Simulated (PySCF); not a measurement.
# How the method changes the constants of LiPb

State: ⁴Σ⁻ (quartet), unpaired electrons σ ↑, π ↑↑. Set-up: PySCF, scalar-relativistic core potentials, basis sets Li def2-SVPD, Pb def2-SVPD with ECP60. De refers to Li + Pb in their high-spin ground configurations, without counterpoise correction. The functionals are run spin-unrestricted. A positive dipole means Li(−)Pb(+).

```tsv
Level	Re (Å)	ωe (cm⁻¹)	De (eV)	μ (D)
UHF	2.678	330	0.95	-6.24
UHF-MP2	2.672	336	1.31	n/a
UHF-SCS-MP2	2.670	336	1.17	n/a
UHF-CCSD	2.678	332	1.28	n/a
UHF-CCSD(T)	2.679	331	1.30	n/a
PBE	2.652	326	1.38	-4.74
BP86	2.663	324	1.40	-4.99
r²SCAN	2.645	337	1.55	-5.45
M06-L	2.701	326	1.41	-5.35
PBE0	2.634	338	1.36	-5.25
BHandHLYP	2.618	346	1.20	-5.55
ωB97X	2.635	346	1.02	-5.91
```

The bond length runs from 2.618 Å (BHandHLYP) to 2.701 Å (M06-L). De spans 0.95 eV (UHF, mean field) to 1.55 eV (r²SCAN, meta-GGA). Correlation at CCSD(T) changes the Hartree–Fock bond energy by +0.35 eV; the triples alone change it by +0.02 eV.

Correlated steps freeze 4 core orbitals. Correlated levels converge slowly with the basis: in double zeta they bind strong bonds too weakly, by up to about 1 eV, and carry superposition errors of some tenths. Spin–orbit coupling is left out, which matters for elements this heavy, above all for dissociation energies. The state was picked by a PBE0 search and need not be the measured ground state.
